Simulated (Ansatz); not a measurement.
Isolated molecules relaxed with PBE0-D4/def2-TZVP in Ansatz; ΔE leaves out vibrations. CCSD(T)/CBS adds triple-zeta CCSD(T) − MP2 to the extrapolated MP2 energy (def2 sets, frozen cores). This one scheme is used for every species. DFT in def2-TZVPP. B3LYP here is the variant with VWN-RPA as its local correlation; programs differ in this. HSE06 is defined as in plane-wave codes. def2 core potentials past Kr. For In outer-core shells are correlated without core-valence functions, which leaves a few kJ/mol of doubt a bond. Each species was taken in one conformer, which may not be the lowest.

Consider the substitution at a C–S bond: `C=CSC` + `[OH][InH2]` → `C=C[O][InH2]` + CH₃SH.

`C=CSC`:

Cartesian coordinates in Å:
```
C -0.398 2.019 -0.524
C 0.114 0.823 -0.257
S -0.632 -0.686 -0.710
C 0.148 -1.800 0.466
H 0.156 2.918 -0.284
H -1.366 2.137 -0.997
H 1.084 0.729 0.226
H -0.157 -1.576 1.489
H -0.184 -2.807 0.210
H 1.234 -1.759 0.380
```

`[OH][InH2]`:

Cartesian coordinates in Å:
```
O -0.060 1.282 0.553
In 0.113 -0.438 -0.435
H -0.408 1.178 1.442
H -0.381 -1.825 0.444
H 0.735 -0.196 -2.004
```

`C=C[O][InH2]`:

Cartesian coordinates in Å:
```
C -0.097 1.434 -0.518
C -0.947 0.407 -0.527
O -0.928 -0.663 0.266
In 0.760 -1.573 0.888
H 0.730 1.493 0.183
H -0.226 2.253 -1.212
H -1.784 0.406 -1.229
H 0.368 -2.588 2.196
H 2.124 -1.169 -0.047
```

CH₃SH:

Cartesian coordinates in Å:
```
C -0.437 0.056 0.218
S 0.913 0.514 -0.892
H -0.885 -0.895 -0.068
H -1.190 0.838 0.118
H -0.107 0.022 1.255
H 1.706 -0.536 -0.630
```

| level | ΔE (kJ/mol) | difference from CCSD(T)/CBS |
| --- | --- | --- |
| LDA (SPW92) | 14.8 | -6.3 |
| revPBE-D4 | 22.3 | 1.2 |
| BLYP-D4 | 17.1 | -4.0 |
| B97M-V | 15.0 | -6.1 |
| BHLYP-D4 | 10.8 | -10.3 |
| CAM-B3LYP-D4 | 12.3 | -8.8 |
| BLYP | 16.3 | -4.8 |
| r2SCAN | 17.5 | -3.6 |
| B3LYP | 14.5 | -6.6 |
| r2SCANh | 16.9 | -4.2 |
| HSE06 | 17.5 | -3.6 |
| CAM-B3LYP | 12.2 | -8.9 |
| RPA@PBE/def2-TZVPP | 13.3 | -7.8 |
| SCS-MP2/def2-QZVPP | 23.4 | 2.3 |
| MP2/CBS(def2) | 28.9 | 7.8 |
| CCSD/CBS(def2) | 19.3 | -1.8 |
| CCSD(T)/CBS | 21.1 | 0 |

(1) What do rigid-rotor, harmonic-oscillator terms from PBE0-D4/def2-TZVP frequencies (298.15 K, 1 bar) make of the CCSD(T)/CBS value? (An estimate is asked.)

Largest T1 diagnostic among the species: 0.017.

Results:

(1) The calculation gave: ΔZPE = -4.1 kJ/mol, ΔH = +17.3 kJ/mol, ΔS = 1 J/(mol·K), ΔG = +17.2 kJ/mol.

Leaving LDA and LC-ωPBE aside and taking each functional with its dispersion term where it has one, the values spread over 11.5 kJ/mol, from BHLYP-D4 to revPBE-D4. LDA lies −4.8 kJ/mol from PBE without D4. At CCSD(T), def2-SVP lies −24.8 kJ/mol from the extrapolated value and def2-TZVPP −4.2 kJ/mol. From BLYP to BHLYP (50 % exact exchange), in def2-TZVPP and without D4, ΔE moves by −5.1 kJ/mol.
